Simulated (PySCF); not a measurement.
Ga(H)(OH)(OMe) (CH5GaO2), SMILES C[O][GaH][OH]. Atoms are numbered in the order given.

```xyz
9

Ga    -0.3678    -0.5631     0.0000
H     -1.6075    -1.4912     0.0000
O      1.3448    -1.0634     0.0000
H      1.4893    -2.0143     0.0000
O     -0.5652     1.1980     0.0000
C      0.4902     2.1177     0.0000
H      0.4283     2.7697     0.8899
H      0.4283     2.7697    -0.8899
H      1.4867     1.6403     0.0000
```

The structure is a stationary point at PBE0-D3(BJ)/def2-SVP. The structure was generated by enumeration; whether it is a known compound was not checked. The values are those of a single conformer.

The numbers are results of PBE0-D3(BJ)/def2-SVP run with PySCF, not measurements.

Frequencies are harmonic and unscaled.

```csv
mode,ν (cm⁻¹),IR (km/mol),moving atoms (share of kinetic energy)
1,75,0.1,H 94 %
2,130,7.5,"O 45 %, C 29 %, H 21 %"
3,141,25.7,"O 62 %, H 20 %, C 11 %"
4,279,11.4,"O 45 %, Ga 22 %, C 17 %, H 15 %"
5,339,73.3,H 93 %
6,475,82.7,H 89 %
7,595,126.0,H 94 %
8,637,48.3,"O 60 %, Ga 18 %, C 13 %, H 9 %"
9,712,76.7,"O 78 %, Ga 19 %"
10,788,83.6,H 90 %
11,1163,181.2,"O 39 %, C 37 %, H 23 %"
12,1181,0.0,"H 77 %, C 19 %"
13,1212,52.1,"H 54 %, C 23 %, O 23 %"
14,1474,17.2,"H 88 %, C 11 %"
15,1474,1.4,H 96 %
16,1478,5.9,H 96 %
17,2055,101.3,H 99 %
18,3007,91.9,H 98 %
19,3091,41.5,"H 90 %, C 10 %"
20,3098,30.3,"H 90 %, C 10 %"
21,3926,73.1,H 94 %
```
